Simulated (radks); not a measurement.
Values are calculated unless marked as measured or tabulated.
Ionisation of Mo+, [Kr] 4d5, to Mo2+, [Kr] 4d4, under several functionals. Dirac Kohn-Sham, spin-unpolarised, spherical densities, point nucleus; open shells fill j = l - 1/2 first; a radial shooting solver on a logarithmic mesh with Libxc functionals.

functional                               E(Mo+) (hartree)  Exc (hartree)  IE (eV)  -e(HOMO) (eV)  <r> HOMO (bohr)  IE error (eV)
exchange-only LDA                             -4040.90444     -115.36611   14.232          9.305            1.940         -1.928
SOGGA                                         -4046.47322     -121.03695   15.175         10.149            1.903         -0.985
LDA (Slater exchange, VWN5 correlation)       -4044.76999     -119.30017   15.531         10.505            1.908         -0.629
OLYP                                          -4050.62058     -125.32888   15.178         10.092            1.893         -0.982
HCTH/407                                      -4051.59473     -126.36756   15.534         10.446            1.887         -0.626
PBE                                           -4048.96470     -123.56168   15.290         10.260            1.906         -0.870
PW91                                          -4049.66874     -124.27790   15.350         10.317            1.906         -0.810
AM05                                          -4044.95883     -119.50235   15.259         10.230            1.902         -0.901
XLYP                                          -4049.93309     -124.52755   15.266         10.248            1.922         -0.894

NIST Atomic Spectra Database: 16.2 eV (semi-empirical). Closest: HCTH/407. The Delta-SCF values span 1.30 eV, the total energies 10.69 hartree. The highest occupied level is 4d5/2. Spin polarisation and multiplet splitting are left out, so open shells lie too high by an amount that depends on their filling.

Beside tabulated values, note that spin-unpolarised runs miss the spin-polarisation part of the exchange energy of open shells.
